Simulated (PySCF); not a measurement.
**Assignment exercise: C5H8ClF3Si**

Molfile (atoms numbered from 1):
```
C5H8ClF3Si
     RDKit          3D

 18 18  0  0  0  0  0  0  0  0999 V2000
   -2.8096   -1.1814   -0.3166 F   0  0  0  0  0  0  0  0  0  0  0  0
   -2.3906   -0.0294    0.2365 C   0  0  0  0  0  0  0  0  0  0  0  0
   -3.4254    0.8159    0.1652 F   0  0  0  0  0  0  0  0  0  0  0  0
   -2.1882   -0.2872    1.5338 F   0  0  0  0  0  0  0  0  0  0  0  0
   -1.1499    0.4920   -0.4723 C   0  0  1  0  0  0  0  0  0  0  0  0
   -0.7440    2.0682    0.2595 Cl  0  0  0  0  0  0  0  0  0  0  0  0
    0.0021   -0.4808   -0.3562 C   0  0  1  0  0  0  0  0  0  0  0  0
    1.2663   -0.0106   -1.1084 C   0  0  0  0  0  0  0  0  0  0  0  0
    2.2135    0.2546    0.0798 C   0  0  0  0  0  0  0  0  0  0  0  0
    0.9665   -0.4981    1.3171 Si  0  0  0  0  0  4  0  0  0  0  0  0
   -1.4298    0.6880   -1.5144 H   0  0  0  0  0  0  0  0  0  0  0  0
   -0.3586   -1.4466   -0.7152 H   0  0  0  0  0  0  0  0  0  0  0  0
    1.6470   -0.7962   -1.7582 H   0  0  0  0  0  0  0  0  0  0  0  0
    1.0890    0.8754   -1.7166 H   0  0  0  0  0  0  0  0  0  0  0  0
    2.4008    1.3163    0.2232 H   0  0  0  0  0  0  0  0  0  0  0  0
    3.1806   -0.2314   -0.0191 H   0  0  0  0  0  0  0  0  0  0  0  0
    1.2458   -1.8696    1.7408 H   0  0  0  0  0  0  0  0  0  0  0  0
    0.4759    0.3272    2.4094 H   0  0  0  0  0  0  0  0  0  0  0  0
  1  2  1  0
  2  3  1  0
  2  4  1  0
  2  5  1  0
  5  6  1  0
  5  7  1  0
  7  8  1  0
  8  9  1  0
  9 10  1  0
 10  7  1  0
  5 11  1  6
  7 12  1  6
  8 13  1  0
  8 14  1  0
  9 15  1  0
  9 16  1  0
 10 17  1  0
 10 18  1  0
M  END
```

PySCF calculation with shieldings: GIAO PBE0/pcSseg-1 and geometry from GFN2-xTB; one computed conformer, rapidly exchanging positions averaged, isolated molecule, no relativistic terms.

Scale: 13C (186.93 ppm), 1H (31.72 ppm) against TMS (reference shieldings calculated alike).

Problem. Assign these signals to the numbered atoms. 13C{1H} NMR (computed): δ 134.6 (C), 70.0 (CH), 31.1 (CH), 26.7 (CH2), 9.9 (CH2).

Solution. 
```tsv
δ (ppm)	atoms	environment	reason
134.6	C2	CF3 carbon	3 electronegative neighbours deshield it
70.0	C5	sp3 CH bonded to Cl	deshielded by the electronegative neighbour
31.1	C7	sp3 CH bonded to Si	–
26.7	C8	sp3 CH2 in a ring	saturated and bonded to C and H only
9.9	C9	sp3 CH2 bonded to Si	an electropositive neighbour leaves it electron-rich and shielded
```

Problem. Assign these signals to the numbered atoms. 1H NMR (500 MHz, computed): δ 5.19 (m, 1H), 4.79 (m, 1H), 4.32 (m, 1H), 2.72 (m, 1H), 2.36 (m, 1H), 2.23 (m, 1H), 1.85 (m, 1H), 1.41 (m, 1H).

Solution. 
```tsv
δ (ppm)	atoms	environment	reason
5.19	H18	hydrogen on a silicon bonded to 2 C, in a 4-membered ring	–
4.79	H17	hydrogen on a silicon bonded to 2 C, in a 4-membered ring	–
4.32	H11	hydrogen on an sp3 CH bonded to Cl	its carbon carries Cl, hence the downfield position
2.72	H13	hydrogen on an sp3 CH2 in a ring	–
2.36	H12	hydrogen on an sp3 CH bonded to Si	–
2.23	H14	hydrogen on an sp3 CH2 in a ring	–
1.85	H15	hydrogen on an sp3 CH2 bonded to Si	–
1.41	H16	hydrogen on an sp3 CH2 bonded to Si	–
```

Carbons that carry Cl, above all several Cl atoms, come out too deshielded, partly because spin–orbit coupling is missing. Splittings by 19F in the carbon and heteronuclear signals aren't shown, as no couplings were computed. Shifts are as computed. Against solution values, carbons near 30 ppm lie about +3 ppm off and those near 130 ppm about +5 ppm; carbons on Cl a further +6 ppm. Of 1309 compounds with measured shifts, 239 miss one by over three times the rms of a fit or turn the order of signals round; such compounds aren't used in these exercises. Multiplicities follow the n + 1 count of equivalent neighbours, as no J values were calculated; m marks all less simple cases, F and P coupling included.
